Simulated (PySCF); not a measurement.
C3H5, SMILES [CH]1CC1, multiplicity 2.

Coordinates come from a B3LYP-D3(BJ)/def2-TZVP optimisation.

These are TDA-PBE/def2-SVPD (PySCF) values and carry that method's errors.

Vertical excitations. 

Computed UV-visible absorptions:
```json
[
 {"state": "root 1", "energy (eV)": "4.47", "λ (nm)": "278", "f": "0.000", "main pairs": "β HOMO−1→LUMO 99 %"},
 {"state": "root 2", "energy (eV)": "4.56", "λ (nm)": "272", "f": "0.003", "main pairs": "β HOMO→LUMO 99 %"},
 {"state": "root 3", "energy (eV)": "5.31", "λ (nm)": "233", "f": "0.001", "main pairs": "α HOMO→LUMO 100 %"},
 {"state": "root 4", "energy (eV)": "5.85", "λ (nm)": "212", "f": "0.000", "main pairs": "α HOMO→LUMO+1 99 %"},
 {"state": "root 5", "energy (eV)": "5.89", "λ (nm)": "210", "f": "0.016", "main pairs": "α HOMO→LUMO+2 99 %"},
 {"state": "root 6", "energy (eV)": "6.19", "λ (nm)": "200", "f": "0.019", "main pairs": "β HOMO−2→LUMO 98 %"},
 {"state": "root 7", "energy (eV)": "6.52", "λ (nm)": "190", "f": "0.056", "main pairs": "α HOMO→LUMO+3 99 %"},
 {"state": "root 8", "energy (eV)": "7.47", "λ (nm)": "166", "f": "0.011", "main pairs": "α HOMO→LUMO+4 97 %"},
 {"state": "root 9", "energy (eV)": "7.56", "λ (nm)": "164", "f": "0.001", "main pairs": "α HOMO→LUMO+5 99 %"},
 {"state": "root 10", "energy (eV)": "7.78", "λ (nm)": "159", "f": "0.000", "main pairs": "α HOMO−1→LUMO 39 %, β HOMO→LUMO+1 60 %"}
]
```
Unrestricted roots are not spin-pure.
